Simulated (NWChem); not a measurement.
System: C3H7O anion

Input file for NWChem:

```
start job
memory heap 200 mb stack 900 mb global 1100 mb
charge -1
geometry units angstroms noautoz
  C     -0.647010     0.084652     1.267988
  C      0.170529    -0.322235     0.000000
  C     -0.647010     0.084652    -1.267988
  O      1.413618     0.165879     0.000000
  H     -0.740533     1.184717     1.303787
  H     -1.661111    -0.363420     1.295852
  H     -0.093313    -0.236637     2.164038
  H      0.125551    -1.466976     0.000000
  H     -0.740533     1.184717    -1.303787
  H     -1.661111    -0.363420    -1.295852
  H     -0.093313    -0.236637    -2.164038
end
basis spherical
  C library 6-31g*
  O library 6-31g*
  H library 6-31g*
end
dft
  xc scan
  grid xcoarse
  iterations 150
  mulliken
end
task dft gradient
```

NWChem printed, in part:

```
             Northwest Computational Chemistry Package (NWChem) 7.3.0
             --------------------------------------------------------

 CS  symmetry detected

                             Geometry "geometry" -> ""
                             -------------------------

 Output coordinates in angstroms (scale by  1.889725989 to convert to a.u.)

  No.       Tag          Charge          X              Y              Z
 ---- ---------------- ---------- -------------- -------------- --------------
    1 C                    6.0000    -0.63577988     0.09730964    -1.26798800
    2 C                    6.0000     0.17125086    -0.33004084     0.00000000
    3 C                    6.0000    -0.63577988     0.09730964     1.26798800
    4 O                    8.0000     1.42624031     0.12660675     0.00000000
    5 H                    1.0000    -0.70156422     1.19938131    -1.30378700
    6 H                    1.0000    -1.66084538    -0.32507652    -1.29585200
    7 H                    1.0000    -0.09035134    -0.23782422    -2.16403800
    8 H                    1.0000     0.09745283    -1.47328571     0.00000000
    9 H                    1.0000    -0.70156422     1.19938131     1.30378700
   10 H                    1.0000    -1.66084538    -0.32507652     1.29585200
   11 H                    1.0000    -0.09035134    -0.23782422     2.16403800

 Effective nuclear repulsion energy (a.u.)     125.0881646394

      Symmetry information
      --------------------

 Group name             Cs
 Group number              2
 Group order               2
 No. of unique centers     7

                                 NWChem DFT Module
                                 -----------------

 Summary of "ao basis" -> "ao basis" (spherical)
 ------------------------------------------------------------------------------
       Tag                 Description            Shells   Functions and Types
 ---------------- ------------------------------  ------  ---------------------
 C                           6-31g*                  6       14   3s2p1d
 O                           6-31g*                  6       14   3s2p1d
 H                           6-31g*                  2        2   2s

      Symmetry analysis of basis
      --------------------------

        a'         42
        a"         28

            General Information
            -------------------
          SCF calculation type: DFT
          Wavefunction type:  closed shell.
          No. of atoms     :    11
          No. of electrons :    34
           Alpha electrons :    17
            Beta electrons :    17
          Charge           :    -1
          Spin multiplicity:     1
          Use of symmetry is: on ; symmetry adaption is: on
          Maximum number of iterations: 150
          AO basis - number of functions:    70
                     number of shells:    38
          Convergence on energy requested:  1.00D-06
          Convergence on density requested:  1.00D-05
          Convergence on gradient requested:  5.00D-04

              XC Information
              --------------
                         SCAN Method XC Functional
                  SCAN metaGGA Exchange Functional  1.000
                        SCAN Correlation Potential  1.000

             Grid Information
             ----------------
          Grid used for XC integration:  xcoarse
          Radial quadrature: Mura-Knowles
          Angular quadrature: Lebedev.
          Tag              B.-S. Rad. Rad. Pts. Rad. Cut. Ang. Pts.
          ---              ---------- --------- --------- ---------
          C                   0.70       21           8.0       194
          O                   0.60       21           8.0       194
          H                   0.35       21          10.0       194
          Grid pruning is: on
          Number of quadrature shells:   147
          Spatial weights used:  Erf1

      Superposition of Atomic Density Guess
      -------------------------------------

 Sum of atomic energies:        -191.22274245

 Renormalizing density from      33.00 to     34

      Non-variational initial energy
      ------------------------------

 Total energy =    -197.027861
 1-e energy   =    -521.391642
 2-e energy   =     199.275617
 HOMO         =       0.026028
 LUMO         =       0.376773

      Symmetry analysis of molecular orbitals - initial
      -------------------------------------------------

  Numbering of irreducible representations:

     1 a'          2 a"

  Orbital symmetries:

     1 a'          2 a'          3 a"          4 a'          5 a'
     6 a'          7 a"          8 a'          9 a'         10 a'
    11 a"         12 a"         13 a'         14 a'         15 a"
    16 a'         17 a"         18 a'         19 a"         20 a'
    21 a'         22 a'         23 a"         24 a"         25 a'
    26 a"         27 a'

     ---------------------------------------------
      Total Density - Mulliken Population Analysis
     ---------------------------------------------

    Atom       Charge   Shell Charges
 -----------   ------   -------------------------------------------------------
    1 C    6     6.44   2.00  0.68  1.78  0.68  1.28  0.03
    2 C    6     5.34   2.00  0.62  1.49  0.49  0.67  0.07
    3 C    6     6.44   2.00  0.68  1.78  0.68  1.28  0.03
    4 O    8     9.15   2.00  0.90  2.96  1.00  2.28  0.01
    5 H    1     0.91   0.48  0.43
    6 H    1     0.93   0.48  0.45
    7 H    1     0.93   0.49  0.44
    8 H    1     1.09   0.51  0.58
    9 H    1     0.91   0.48  0.43
   10 H    1     0.93   0.48  0.45
   11 H    1     0.93   0.49  0.44

   convergence    iter        energy       DeltaE   RMS-Dens  Diis-err
 ---------------- ----- ----------------- --------- --------- ---------
 d= 0,ls=0.0,diis     1   -193.4724150631 -3.19D+02  5.18D-02  9.74D-01
 d= 0,ls=0.0,diis     2   -193.1701858067  3.02D-01  4.42D-02  3.96D+00
 d= 0,ls=0.0,diis     3   -193.5862556287 -4.16D-01  1.16D-02  1.96D-01
 d= 0,ls=0.0,diis     4   -193.6044549781 -1.82D-02  4.13D-03  2.22D-02
 d= 0,ls=0.0,diis     5   -193.6070989558 -2.64D-03  6.11D-04  3.69D-04
  Resetting Diis
 d= 0,ls=0.0,diis     6   -193.6071530362 -5.41D-05  7.89D-05  3.11D-05
 d= 0,ls=0.0,diis     7   -193.6071568833 -3.85D-06  4.74D-05  3.35D-06
 d= 0,ls=0.0,diis     8   -193.6071567387  1.45D-07  2.53D-05  4.41D-06
 d= 0,ls=0.0,diis     9   -193.6071573270 -5.88D-07  4.91D-06  3.04D-08

         Total DFT energy =     -193.607157327025
      One electron energy =     -517.904719384726
           Coulomb energy =      226.847406391871
    Exchange-Corr. energy =      -27.638008973566
 Nuclear repulsion energy =      125.088164639396

 Numeric. integr. density =       34.000852144252

                  Occupations of the irreducible representations
                  ----------------------------------------------

                     irrep           alpha         beta
                     --------     --------     --------
                     a'               11.0         11.0
                     a"                6.0          6.0

                       DFT Final Molecular Orbital Analysis
                       ------------------------------------

 Vector   15  Occ=2.000000D+00  E=-5.269362D-02  Symmetry=a'
              MO Center=  1.0D+00,  4.3D-02, -1.4D-15, r^2= 1.7D+00
   Bfn.  Coefficient  Atom+Function         Bfn.  Coefficient  Atom+Function
  ----- ------------  ---------------      ----- ------------  ---------------
    45      0.445999   4 O  px               17     -0.326786   2 C  px
    48      0.322985   4 O  s                49      0.285674   4 O  px
    46      0.163890   4 O  py               44      0.142303   4 O  s
    18     -0.129239   2 C  py               20     -0.110111   2 C  s
    60     -0.106666   6 H  s                68     -0.106666  10 H  s

 Vector   16  Occ=2.000000D+00  E= 9.660623D-02  Symmetry=a"
              MO Center=  1.1D+00,  8.3D-02, -8.3D-11, r^2= 1.6D+00
   Bfn.  Coefficient  Atom+Function         Bfn.  Coefficient  Atom+Function
  ----- ------------  ---------------      ----- ------------  ---------------
    47      0.577125   4 O  pz               51      0.465175   4 O  pz
     6      0.334575   1 C  s                34     -0.334575   3 C  s
    60     -0.181921   6 H  s                68      0.181921  10 H  s
    23      0.134854   2 C  pz                9      0.114711   1 C  pz
    37      0.114711   3 C  pz                5      0.112880   1 C  pz

 Vector   17  Occ=2.000000D+00  E= 9.664251D-02  Symmetry=a'
              MO Center=  1.1D+00, -7.4D-02,  8.3D-11, r^2= 1.6D+00
   Bfn.  Coefficient  Atom+Function         Bfn.  Coefficient  Atom+Function
  ----- ------------  ---------------      ----- ------------  ---------------
    46      0.534766   4 O  py               50      0.417416   4 O  py
    64      0.391578   8 H  s                 6     -0.264252   1 C  s
    34     -0.264252   3 C  s                45     -0.197930   4 O  px
    49     -0.174924   4 O  px               63      0.152920   8 H  s
    22      0.140799   2 C  py               21     -0.138355   2 C  px

 Vector   18  Occ=0.000000D+00  E= 2.716605D-01  Symmetry=a'
              MO Center= -9.3D-01, -1.0D-01,  5.4D-14, r^2= 5.3D+00
   Bfn.  Coefficient  Atom+Function         Bfn.  Coefficient  Atom+Function
  ----- ------------  ---------------      ----- ------------  ---------------
     6      1.258794   1 C  s                34      1.258794   3 C  s
    60     -0.871844   6 H  s                68     -0.871844  10 H  s
    62     -0.673848   7 H  s                70     -0.673848  11 H  s
    20      0.578340   2 C  s                58     -0.535646   5 H  s
    66     -0.535646   9 H  s                64     -0.439528   8 H  s

 Vector   19  Occ=0.000000D+00  E= 3.199194D-01  Symmetry=a'
              MO Center= -6.9D-01,  5.5D-01, -6.5D-16, r^2= 4.7D+00
   Bfn.  Coefficient  Atom+Function         Bfn.  Coefficient  Atom+Function
  ----- ------------  ---------------      ----- ------------  ---------------
    58      1.165560   5 H  s                66      1.165560   9 H  s
    64     -0.734776   8 H  s                 8     -0.691079   1 C  py
    36     -0.691079   3 C  py               60     -0.586466   6 H  s
    68     -0.586466  10 H  s                20      0.577887   2 C  s
     6     -0.551368   1 C  s                34     -0.551368   3 C  s

 Vector   20  Occ=0.000000D+00  E= 3.240986D-01  Symmetry=a'
              MO Center= -5.3D-01, -2.6D-01, -5.2D-16, r^2= 5.7D+00
   Bfn.  Coefficient  Atom+Function         Bfn.  Coefficient  Atom+Function
  ----- ------------  ---------------      ----- ------------  ---------------
    62      1.066090   7 H  s                70      1.066090  11 H  s
    60     -0.789338   6 H  s                68     -0.789338  10 H  s
     7     -0.724543   1 C  px               35     -0.724543   3 C  px
    64      0.585505   8 H  s                 9      0.430506   1 C  pz
    37     -0.430506   3 C  pz               20     -0.338669   2 C  s

     ---------------------------------------------
      Total Density - Mulliken Population Analysis
     ---------------------------------------------

    Atom       Charge   Shell Charges
 -----------   ------   -------------------------------------------------------
    1 C    6     6.47   2.00  0.69  2.05  0.62  1.08  0.04
    2 C    6     5.73   2.00  0.67  1.94  0.43  0.61  0.09
    3 C    6     6.47   2.00  0.69  2.05  0.62  1.08  0.04
    4 O    8     8.76   2.00  0.90  2.85  1.01  1.99  0.02
    5 H    1     0.91   0.52  0.38
    6 H    1     0.95   0.53  0.43
    7 H    1     0.90   0.52  0.37
    8 H    1     1.06   0.54  0.52
    9 H    1     0.91   0.52  0.38
   10 H    1     0.95   0.53  0.43
   11 H    1     0.90   0.52  0.37

     -------------------------------------------
      Total Density - Lowdin Population Analysis
     -------------------------------------------

    Atom       Charge   Shell Charges
 -----------   ------   -------------------------------------------------------
    1 C    6     6.42   1.99  0.59  1.85  0.45  1.46  0.07
    2 C    6     6.02   1.98  0.51  1.73  0.39  1.19  0.22
    3 C    6     6.42   1.99  0.59  1.85  0.45  1.46  0.07
    4 O    8     8.66   1.99  0.87  2.76  0.77  2.22  0.04
    5 H    1     0.91   0.50  0.41
    6 H    1     0.93   0.50  0.43
    7 H    1     0.90   0.50  0.40
    8 H    1     1.01   0.53  0.48
    9 H    1     0.91   0.50  0.41
   10 H    1     0.93   0.50  0.43
   11 H    1     0.90   0.50  0.40

     Multipole analysis of the density
     ---------------------------------

     L   x y z        total         alpha         beta         nuclear
     -   - - -        -----         -----         ----         -------
     0   0 0 0     -1.000000    -17.000000    -17.000000     33.000000

     1   1 0 0     -1.355208     -0.677604     -0.677604     -0.000000
     1   0 1 0      0.005285      0.002642      0.002642      0.000000
     1   0 0 1      0.000000      0.000000      0.000000      0.000000

     2   2 0 0    -28.946824    -64.159181    -64.159181     99.371537
     2   1 1 0     -0.578136      0.319153      0.319153     -1.216442
     2   1 0 1      0.000000      0.000000      0.000000     -0.000000
     2   0 2 0    -22.661153    -22.521396    -22.521396     22.381638
     2   0 1 1     -0.000000     -0.000000     -0.000000      0.000000
     2   0 0 2    -24.199110    -75.339229    -75.339229    126.479347

            General Information
            -------------------
          SCF calculation type: DFT
          Wavefunction type:  closed shell.
          No. of atoms     :    11
          No. of electrons :    34
           Alpha electrons :    17
            Beta electrons :    17
          Charge           :    -1
          Spin multiplicity:     1
          Use of symmetry is: on ; symmetry adaption is: on
          Maximum number of iterations: 150
          AO basis - number of functions:    70
                     number of shells:    38
          Convergence on energy requested:  1.00D-06
          Convergence on density requested:  1.00D-05
          Convergence on gradient requested:  5.00D-04

              XC Information
              --------------
                         SCAN Method XC Functional
                  SCAN metaGGA Exchange Functional  1.000
                        SCAN Correlation Potential  1.000

[...]

                         DFT ENERGY GRADIENTS

    atom               coordinates                        gradient
                 x          y          z           x          y          z
   1 C      -1.201450   0.183889  -2.396150    0.001676   0.001421  -0.004605
   2 C       0.323617  -0.623687   0.000000   -0.021248  -0.005907   0.000000
   3 C      -1.201450   0.183889   2.396150    0.001676   0.001421   0.004605
   4 O       2.695203   0.239252   0.000000    0.014495   0.000216   0.000000
   5 H      -1.325764   2.266502  -2.463800   -0.001033   0.002055  -0.000152
   6 H      -3.138543  -0.614306  -2.448805    0.000004  -0.000875   0.001360
   7 H      -0.170739  -0.449423  -4.089439    0.000109  -0.001095  -0.002145
   8 H       0.184159  -2.784106   0.000000    0.005239   0.002677   0.000000
   9 H      -1.325764   2.266502   2.463800   -0.001033   0.002055   0.000152
  10 H      -3.138543  -0.614306   2.448805    0.000004  -0.000875  -0.001360
  11 H      -0.170739  -0.449423   4.089439    0.000109  -0.001095   0.002145
```

Level: SCAN/6-31G* (spherical d). Sets without diffuse functions describe the anion's extra electron poorly. Geometry: optimised at B3LYP/def2-SVPD. No frequency run checked for a minimum. The highest occupied level is positive, so the extra electron may be held by the finite basis.
